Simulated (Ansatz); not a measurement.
Basis-set extrapolation for C$_{3}$H$_{6}$ClFSi, SMILES `C[SiH2]/C(Cl)=C\F` (PBE0-D4/def2-TZVP geometry, frozen core, Ansatz 0.2.0). Multiplicity 1, RHF reference.

```
                      def2-TZVPP   def2-QZVPP
                 HF  -965.059550  -965.090729
    MP2 correlation    -1.053363    -1.137894
CCSD(T) correlation    -1.153968      not run
```

Energies in hartree. Use E(X) = E(∞) + A·exp(−7.88·√X) for Hartree–Fock and E(X) = E(∞) + B·X^(−2.97) for correlation, with X = 3 and 4, and add CCSD(T) minus MP2 of the smaller set to the MP2 limit.

Problem. What is the CCSD(T) energy at the basis-set limit?

Solution. HF limit: -965.090729 + (-0.031179) × 0.13774 = -965.09502. MP2 limit: -1.137894 + (-0.084531) × 0.74074 = -1.20051. Higher-order term: -1.153968 − (-1.053363) = -0.10061. Total: -966.39614 hartree, 479.5 kJ/mol below CCSD(T)/def2-TZVPP.
